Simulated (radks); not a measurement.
Initial-state core-level shifts of the copper ion Cu+ when its valence configuration changes from [Ar] 3d10. Calculated with a radial shooting solver on a logarithmic mesh with Libxc functionals: non-relativistic Kohn-Sham, LDA (Slater exchange, Perdew-Wang correlation), spin-unpolarised, spherical densities, point nucleus. Shifts are changes of the shell-averaged eigenvalues in eV (positive: less bound); the change of the density at the nucleus, which sets a Mossbauer isomer shift, is in e/bohr^3, on a base of 1.656e+04.

valence,1s,2s,2p,3s,density at nucleus
3d9 4s1,-6.255,-6.897,-6.828,-6.223,+8.822
3d8.5 4s1.5,-9.921,-10.960,-10.850,-9.763,+14.342
3d9 4p1,-7.916,-8.471,-8.405,-7.893,+1.200
3d8 4p2,-17.072,-18.440,-18.284,-16.690,+3.172
3d9.5 4s0.5,-2.947,-3.245,-3.212,-2.963,+4.079
3d9.5 4p0.5,-3.798,-4.044,-4.014,-3.820,+0.509
3d7 4s1 4p2,-25.954,-28.412,-28.154,-24.785,+16.655
3d8 4s1 4p1,-15.551,-16.976,-16.822,-15.168,+12.271
